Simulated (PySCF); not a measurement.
# Spin-rotation constants: `C=C(C)O[SiH](C)C`, C5H12OSi

Geometry:
```
atom   x (Å)   y (Å)   z (Å)
  C1   1.884  -1.030   0.825
  C2   1.589  -0.053  -0.019
  C3   2.573   0.556  -0.974
  O4   0.367   0.518  -0.119
 Si5  -1.088   0.238   0.567
  C6  -1.757  -1.495   0.153
  C7  -2.161   1.584  -0.222
  H8   2.873  -1.446   0.866
  H9   1.149  -1.433   1.496
 H10   2.648   1.626  -0.787
 H11   3.552   0.100  -0.865
 H12   2.223   0.422  -1.996
 H13  -1.006   0.401   2.027
 H14  -1.736  -1.676  -0.919
 H15  -1.172  -2.279   0.624
 H16  -2.784  -1.612   0.484
 H17  -2.249   1.452  -1.297
 H18  -1.753   2.574  -0.047
 H19  -3.162   1.560   0.196
```

The calculation used GIAO wB97X-D/pcSseg-1 magnetisability, rotational g tensor and spin-rotation constants, non-relativistic, gas phase in PySCF 2.14.0. Geometry: GFN2-xTB.

Problem. Give the nuclear spin-rotation constants along the inertial axes (H = +C I·J) beside the isotropic shieldings.

Solution. Rotational constants 3.4449, 1.3288, 1.0742 GHz. A star marks the isotopologue with that one atom substituted, in its own axes.
| atom | isotope | Caa (kHz) | Cbb (kHz) | Ccc (kHz) | mean (kHz) | σ (ppm) |
| --- | --- | --- | --- | --- | --- | --- |
| H8 | 1H | 0.211 | -0.115 | -0.130 | -0.011 | 27.6 |
| H9 | 1H | -0.013 | -0.060 | -0.110 | -0.061 | 27.8 |
| H10 | 1H | -0.379 | -0.003 | -0.080 | -0.154 | 29.8 |
| H11 | 1H | 0.066 | -0.126 | -0.126 | -0.062 | 30.2 |
| H12 | 1H | -0.359 | -0.138 | 0.023 | -0.158 | 29.9 |
| H13 | 1H | -0.288 | -0.104 | 0.046 | -0.115 | 26.6 |
| H14 | 1H | -0.412 | -0.146 | 0.009 | -0.183 | 31.7 |
| H15 | 1H | -0.276 | -0.026 | -0.120 | -0.141 | 31.1 |
| H16 | 1H | -0.006 | -0.142 | -0.129 | -0.092 | 32.0 |
| H17 | 1H | -0.402 | -0.136 | 0.002 | -0.179 | 31.5 |
| H18 | 1H | -0.369 | -0.030 | -0.092 | -0.164 | 31.4 |
| H19 | 1H | 0.008 | -0.147 | -0.129 | -0.090 | 32.1 |
| C1 | 13C* | 1.330 | 0.283 | 0.173 | 0.595 | 95.2 |
| C2 | 13C* | 1.909 | 0.409 | 0.254 | 0.857 | 20.9 |
| C3 | 13C* | 0.479 | 0.199 | 0.181 | 0.286 | 161.2 |
| O4 | 17O* | -0.651 | -0.233 | -0.107 | -0.330 | 209.3 |
| Si5 | 29Si* | -2.028 | -0.812 | -0.721 | -1.187 | 357.7 |
| C6 | 13C* | 0.381 | 0.158 | 0.115 | 0.218 | 188.3 |

For the geometry as given, no vibrational averaging.

Problem. How do the rotational constants and the g tensor change when H8, H9, H10, H11, H12, H13, H14, H15, H16, H17, H18, H19 are replaced by deuterium?

Solution. Constants 2.6454, 1.1011, 0.8878 GHz; g -0.0164, -0.0042, -0.0024, against -0.0214, -0.0051, -0.0029 before.
